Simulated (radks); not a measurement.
Task: All-electron atom: Hf in [Xe] 4f14 5d2 6s2 (the NIST ground configuration). Calculated with a radial shooting solver on a logarithmic mesh with Libxc functionals: scalar-relativistic Kohn-Sham, LDA (Slater exchange, VWN5 correlation), spin-unpolarised, spherical densities, finite nucleus; Fermi nuclear charge, rms radius 5.347 fm; hard spherical wall at 5 bohr. Some entries of the table are withheld. Estimate them.

orbital,occ.,eigenvalue (eV),<r^2> (bohr^2)
1s,2,-65204.83,0.0004958
2s,2,-11149.55,0.007651
2p,6,(1),0.006288
3s,2,-2536.636,0.04987
3p,6,-2132.107,(2)
3d,10,-1651.615,0.04190
4s,2,-506.9245,0.2479
4p,6,-374.0833,0.2822
4d,10,-202.1872,0.3327
5s,2,-62.9399,1.456
5p,6,(3),2.084
4f,14,-12.7764,0.6006
6s,2,-0.8880,8.462
5d,2,(4),(5)
6p,0,5.8470,9.842
5f,0,(6),10.51
7s,0,25.5534,10.41

Result: 
(1) 2p eigenvalue (eV): -9796.064
(2) 3p <r^2> (bohr^2): 0.05047
(3) 5p eigenvalue (eV): -31.6620
(4) 5d eigenvalue (eV): 0.9536
(5) 5d <r^2> (bohr^2): 5.370
(6) 5f eigenvalue (eV): 17.7257
